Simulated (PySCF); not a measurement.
FH₅O₃Si₂, SMILES O[Si](O)(O)[SiH2]F. Atoms are numbered in the order given.

```xyz
11

Si     1.4034    -0.6687    -0.4487
F      1.8248     0.2775    -1.7184
Si    -0.6299     0.1067     0.3992
O     -0.5615     1.6203     1.0698
O     -1.8023     0.2303    -0.7762
O     -0.9669    -0.9824     1.6001
H      1.2942    -2.0719    -0.9543
H      2.5028    -0.6064     0.5584
H     -0.8500     2.3415     0.4970
H     -1.9389    -0.5289    -1.3550
H     -1.6148    -0.7105     2.2638
```

Geometry optimised at r2SCAN-D4/def2-SVP. The structure was generated by enumeration, and PubChem lists no compound with its InChIKey, so it may never have been made. The values are those of a single conformer.

Two levels are set side by side: PBE/pcSseg-1 (PySCF) and PBE0/pcSseg-1 (PySCF). GIAO shifts against CFCl3 (¹⁹F), H2O (¹⁷O), TMS (²⁹Si), TMS (¹H) at the same level; non-relativistic, no solvent, atoms listed together averaged. Differences are taken from unrounded values.

| quantity | PBE0 |
|---|---|
| δ(²⁹Si) of Si1 (ppm) | -4.1 |
| δ(¹⁹F) of F2 (ppm) | -271.1 |
| δ(²⁹Si) of Si3 (ppm) | -34.4 |

### Question
What does PBE give, and how far is it from PBE0? (The exact figures need the calculation; the answer reports its results.)

### Answer

```tsv
quantity	PBE	PBE minus PBE0
δ(²⁹Si) of Si1 (ppm)	-4.6	-0.5
δ(¹⁹F) of F2 (ppm)	-297.0	-25.9
δ(²⁹Si) of Si3 (ppm)	-35.9	-1.5
```

Rough cost on one machine, each run with all the roots and properties that it gave: PBE0 against PBE within a factor of 2.
